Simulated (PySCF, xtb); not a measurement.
B(F)(H)(OSiH3) (BFH4OSi), SMILES FBO[SiH3].

Geometry: TPSSh-D3(BJ)/def2-SVP. One conformer was computed; it need not be the lowest.

Level of theory: PySCF with C-PCM-B3LYP/def2-SVP.

The values are the electrostatic part of the solvation free energy, E(continuum) − E(gas) at the gas-phase geometry, in a cavity of scaled van der Waals radii (PySCF's table); cavitation and dispersion terms are not included. In vacuum the orbital gap is 9.16 eV. The dipole moment in vacuum is 1.15 D.

Task: Estimate the values in water (ε = 78.36), ethanol (ε = 24.85), 2-propanol (ε = 19.26). (An estimate is asked for; the answer gives what the named calculation found.)

Result: 
```tsv
solvent	ε	ΔG(elec) (kcal/mol)	dipole (D)	gap (eV)
water	78.36	-1.4	1.34	9.10
ethanol	24.85	-1.3	1.33	9.11
2-propanol	19.26	-1.3	1.33	9.11
```

For comparison, GFN2-xTB/ALPB(water) (xtb, at the GFN2-xTB geometry, all terms of that model) gives -0.3 kcal/mol.
